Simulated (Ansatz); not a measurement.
Ansatz input wanted

The species is GaHCl2O (5 atoms), meant as a singlet with charge 0. As SMILES, `[OH][Ga]([Cl])[Cl]`. Geometry: relaxed at PBE0-D4/def2-TZVP.

| atom | x (Å) | y (Å) | z (Å) |
| --- | --- | --- | --- |
| O | 0.2545 | 1.3546 | 0.2459 |
| Ga | 0.1185 | -0.3945 | 0.0568 |
| Cl | 1.5000 | -1.6349 | 1.0577 |
| Cl | -1.4079 | -1.2363 | -1.1558 |
| H | -0.4152 | 1.8374 | -0.2460 |

Settings wanted:

```
basis set              : def2-SVP
integral approximation : none
task                   : energy
method                 : DFT
functional             : BHLYP
reference              : RKS
accuracy               : high
start density          : atoms
```

Problem. Give an Ansatz 0.2.0 job that does this.

Solution. This one ran through:

input.yaml:
```yaml
crystal:
  periodic: [false, false, false]
  atoms:
    - {symbol: O, position_ang: [0.254500, 1.354600, 0.245900]}
    - {symbol: Ga, position_ang: [0.118500, -0.394500, 0.056800]}
    - {symbol: Cl, position_ang: [1.500000, -1.634900, 1.057700]}
    - {symbol: Cl, position_ang: [-1.407900, -1.236300, -1.155800]}
    - {symbol: H, position_ang: [-0.415200, 1.837400, -0.246000]}
basis:
  gaussian: {orbitals: def2-SVP}
magnetization: {spin_polarized: false, initial_magnetization: 0}
hamiltonian: {xc: {name: BHLYP}}
accuracy: high
output: {orbitals: {seedname: orbitals}}
```

```bash
$ ansatz run input.yaml --threads 1 --pin off --max-ram 3480MiB --events-out events.jsonl --progress --plain --runs-dir runs
```

Calculated total energy: -2920.56387 Eh.
